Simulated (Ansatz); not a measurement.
The cluster As₇⁻. Total charge -1; singlet. Geometry PBE0-D4/def2-SVPD, basis def2-SVP, Ansatz.

Cartesian coordinates in Å:
```
As 1.214 2.752 -0.727
As -0.136 -0.896 -0.736
As 0.009 -3.204 0.186
As 2.122 1.074 0.614
As -1.007 2.241 -0.241
As -0.169 0.502 1.266
As -2.033 -2.469 -0.362
```

```csv
run,HOMO (eV),LUMO (eV)
A,-0.70,-0.34
B,-0.96,-0.11
C,-0.14,0.09
D,-0.44,-0.17
E,-1.22,0.37
```

Another isomer (singlet) lies 1.67 eV lower at PBE0-D4/def2-SVP; other spin states weren't run for this one.

Task: The runs used BLYP, PBE, PBE0, r2SCAN, r2SCANh. Estimate which is which.

Result: A r2SCAN (0 % exact exchange); B r2SCANh (10 % exact exchange); C BLYP (0 % exact exchange); D PBE (0 % exact exchange); E PBE0 (25 % exact exchange). Exact exchange lowers occupied and raises empty levels; among semilocal functionals meta-GGAs tend to open the gap a little, and such runs are hard to tell apart. The gap grows from 0.23 eV (BLYP) to 1.59 eV (PBE0).
